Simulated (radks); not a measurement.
Results of a calculation; reference values are marked as such.
Question: These are the eigenvalues of the occupied orbitals of an atom or ion with whole-number occupations (hartree). Level of theory: scalar-relativistic Kohn-Sham, exchange-only LDA, spin-polarised, spherical densities, point nucleus (a radial shooting solver on a logarithmic mesh with Libxc functionals).

orbital  eigenvalue
1s down   -1982.158
1s up     -1982.158
2s up     -339.9980
2s down   -339.9936
2p up     -303.1293
2p down   -303.1264
3s up     -84.96122
3s down   -84.84127
3p up     -73.64176
3p down   -73.52278
3d up     -59.04728
3d down   -58.95473
4s up     -26.00448
4s down   -25.76635
4p up     -22.20172
4p down   -21.96785
4d up     -17.01053
4d down   -16.78033
4f up     -11.21712

Which element is it, and in what charge state? The configuration may be excited. Open shells, if any, are filled with parallel spins first.

Answer: Z = 66, dysprosium, charge +15: Dy15+ in [Kr] 4d10 4f5. The list shows which subshells hold electrons but not how many an open one holds; the 1s level, -1982.2 hartree, gives Z - s = 63.0 by -(Z - s)^2/2, which with screening and relativity narrows Z to a few neighbours, and the depths of the outer levels then fix element, charge and occupations together.
